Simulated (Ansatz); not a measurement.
Cost and result for the atomization energy of CH$_{4}$SZn, SMILES `S[CH2][ZnH]` (7 atoms, 6 bonds).

The species carries charge 0 and has multiplicity 1. For Zn the d shell is correlated and the shells below it are frozen. Scalar relativity is left out up to krypton. Geometry: relaxed with PBE0-D4/def2-TZVP. It is one conformer, not always the lowest. Program: Ansatz. All runs use 2 threads of an Arm Neoverse V1 on a shared host. Times are those of one run each, without the atoms' runs, and a repeat can differ threefold. Electronic energies, without spin–orbit coupling; frozen cores. CCSD(T)/CBS adds CCSD(T) − MP2 in def2-TZVPP to the MP2 limit, and its time is that of the two runs behind it. T1 = 0.014. With those shells the extrapolation isn't a true limit.

CCSD(T)/CBS is a level of theory with its own doubt, some kJ/mol a heavy atom from the limit and from the frozen cores, so smaller differences don't rank the functionals.

```json
{"level": "LDA (SPW92)/def2-TZVPP", "functions": "193", "wall time": "1.5 s"}
{"level": "revPBE-D4/def2-TZVPP", "functions": "193", "wall time": "2.7 s"}
{"level": "CCSD(T)/def2-SVP", "functions": "83", "wall time": "2.8 s"}
{"level": "PBE0-D4/def2-TZVPP", "functions": "193", "wall time": "4.1 s"}
{"level": "CAM-B3LYP-D4/def2-TZVPP", "functions": "193", "wall time": "4.4 s"}
{"level": "B2PLYP/def2-TZVPP", "functions": "193", "wall time": "7 s"}
{"level": "PBE-QIDH/def2-TZVPP", "functions": "193", "wall time": "7 s"}
{"level": "r2SCANh-D4/def2-TZVPP", "functions": "193", "wall time": "7.5 s"}
{"level": "ωB97X-V/def2-TZVPP", "functions": "193", "wall time": "11 s"}
{"level": "B97M-V/def2-TZVPP", "functions": "193", "wall time": "13 s"}
{"level": "MP2/def2-QZVPP", "functions": "347", "wall time": "20 s"}
{"level": "CCSD(T)/def2-TZVPP", "functions": "193", "wall time": "78 s"}
{"level": "CCSD(T)/CBS(def2)", "functions": "–", "wall time": "97 s"}
```

Task: What atomization energy does each give, and how far from CCSD(T)/CBS? (Best estimate.)

Result: Computed: 
| level | atomization (kJ/mol) | difference from CCSD(T)/CBS | per bond |
| --- | --- | --- | --- |
| LDA (SPW92)/def2-TZVPP | 2229.6 | 296.8 | 49.5 |
| revPBE-D4/def2-TZVPP | 1918.1 | -14.7 | -2.4 |
| CCSD(T)/def2-SVP | 1802.2 | -130.6 | -21.8 |
| PBE0-D4/def2-TZVPP | 1939.2 | 6.4 | 1.1 |
| CAM-B3LYP-D4/def2-TZVPP | 1932.7 | -0.1 | 0.0 |
| B2PLYP/def2-TZVPP | 1900.1 | -32.7 | -5.4 |
| PBE-QIDH/def2-TZVPP | 1931.2 | -1.6 | -0.3 |
| r2SCANh-D4/def2-TZVPP | 1944.3 | 11.5 | 1.9 |
| ωB97X-V/def2-TZVPP | 1954.1 | 21.3 | 3.5 |
| B97M-V/def2-TZVPP | 1943.9 | 11.1 | 1.8 |
| MP2/def2-QZVPP | 1935.1 | 2.3 | 0.4 |
| CCSD(T)/def2-TZVPP | 1882.4 | -50.4 | -8.4 |
| CCSD(T)/CBS(def2) | 1932.8 | 0.0 | 0.0 |

In def2-TZVPP, CCSD(T) changes the Hartree–Fock value by +511.7 kJ/mol (the triples alone add +30.3 kJ/mol) and MP2 by +533.9 kJ/mol; breaking electron pairs costs correlation energy, which Hartree–Fock lacks. From BLYP to BHLYP (50 % exact exchange), in def2-TZVPP and without D4, the atomization energy moves by −19.2 kJ/mol: exact exchange takes away binding that semilocal exchange gives to molecules. At CCSD(T), def2-SVP lies −130.6 kJ/mol from the extrapolated value and def2-TZVPP −50.4 kJ/mol: correlation converges slowly with the basis, and small sets miss more of it in the bonded molecule than in its fragments.
